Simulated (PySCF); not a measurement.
Species: C4H10GaN.
Bonds: Ga1–N2, N2–C3, C3–C4, C4–C5, C5–C6, N2–C6. Hydrogens: H7, H8 on Ga1; H9, H10 on C3; H11, H12 on C4; H13, H14 on C5; H15, H16 on C6.

Computed, not measured: PBE0-D3(BJ)/def2-SVP geometry optimisation, gas phase in PySCF.

Task: How far are the bound atoms from Ga1?

Result: 3 atoms: H7 1.563 Å, H8 1.563 Å, N2 1.819 Å. The nearest atom not counted as bound is C6, at 2.93 Å (others tie with it).

Task: List the angles at Ga1.

Result: 
```csv
angle,degrees,distance of the outer atoms (Å)
H7–Ga1–H8,127.9,2.81
N2–Ga1–H8,116.2,2.87
N2–Ga1–H7,115.9,2.87
```

Task: What is the shape at Ga1?

Result: Planar: angles 127.9°, 116.2° and 115.9°, sum 360.0°, 0.01 Å off the plane of its three neighbours.

Task: What are the other bond lengths?

Result: N2–C3, N2–C6 1.448 Å; C3–C4, C5–C6 1.539 Å; C4–C5 1.544 Å; C3–H9, C6–H15 1.100 Å; C3–H10, C6–H16 1.110 Å; C4–H11 and 3 like bonds 1.100 Å.

Task: Give some angles away from the centre.

Result: Ga1–N2–C3 127.4°, C3–N2–C6 105.2°, N2–C3–C4 104.8°, C3–C4–C5 104.3°, N2–C6–C5 104.3°.

Task: What are the rotational constants (commonest isotopes, rigid rotor)?

Result: A = 5897, B = 1287, C = 1142 MHz: a near-prolate asymmetric top.

Point group: near Cs, missed by 0.14 Å at most; the miss may be what the optimiser left on a soft mode. Charge 0, singlet. Stationary, but not proved a minimum.

The run took 85 s wall on an Arm Neoverse N1 with one thread (shared host). These figures are those of the optimisation.

One conformer stands for the species.
